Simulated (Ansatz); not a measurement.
Mulliken charges of C2H4BrFSi, SMILES `C=C[SiH](F)Br` from r2SCAN/def2-TZVPP in Ansatz (PBE0-D4/def2-TZVP geometry).

| atom | x (Å) | y (Å) | z (Å) | charge (e) |
| --- | --- | --- | --- | --- |
| C1 | -1.216 | 0.966 | -0.184 | -0.112 |
| C2 | -0.241 | 0.211 | -0.684 | -0.222 |
| Si3 | 0.813 | -0.802 | 0.429 | 0.704 |
| F4 | 0.709 | -2.347 | 0.057 | -0.306 |
| Br5 | 2.939 | -0.239 | 0.208 | -0.224 |
| H6 | -1.848 | 1.587 | -0.812 | 0.086 |
| H7 | -1.424 | 0.999 | 0.882 | 0.083 |
| H8 | -0.062 | 0.212 | -1.757 | 0.078 |
| H9 | 0.418 | -0.633 | 1.843 | -0.087 |

Question: By hand: the dipole of these point charges (1 e Å = 4.8032 D).

Answer: Σ q r = (-0.432, 0.343, 0.116) e Å, of length 0.564 e Å = 2.71 D.

Question: How does the dipole of the full density compare? (Estimate.)

Answer: Computed: (-0.374, 0.313, -0.027) e Å, 2.35 D; the point charges give 1.15 times that, at 15° from its direction.

Point charges leave out the atoms' own dipoles, such as those of lone pairs, and Mulliken's split depends on the basis, so the two needn't agree.
